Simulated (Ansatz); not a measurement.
Basis-set series for `C[NH][Hf]([NH]C)([NH]C)[NH]C`. Total charge 0; spin multiplicity 1. Hf: def2 effective core potential. All single points use the PBE0-D4/def2-TZVP geometry. It is one conformer, not always the lowest.

```
functional       basis  functions  energy (Eh)  HOMO (eV)  LUMO (eV)
   PBE0-D4    def2-SVP        224   -428.46752      -5.93       0.45
   PBE0-D4  def2-QZVPP       1017   -428.93426      -6.09      -0.02
   ωB97M-V    def2-SVP        224   -428.63183      -8.27       1.87
   ωB97M-V  def2-QZVPP       1017   -429.11970      -8.43       0.85
```

Q: Give the rows for def2-TZVPP. (Best estimate.)

A: Computed: 
| functional | basis | functions | energy (Eh) | HOMO (eV) | LUMO (eV) |
| --- | --- | --- | --- | --- | --- |
| PBE0-D4 | def2-TZVPP | 528 | -428.91109 | -6.05 | 0.30 |
| ωB97M-V | def2-TZVPP | 528 | -429.09735 | -8.39 | 1.51 |

Positive LUMOs are unbound and depend on the basis.
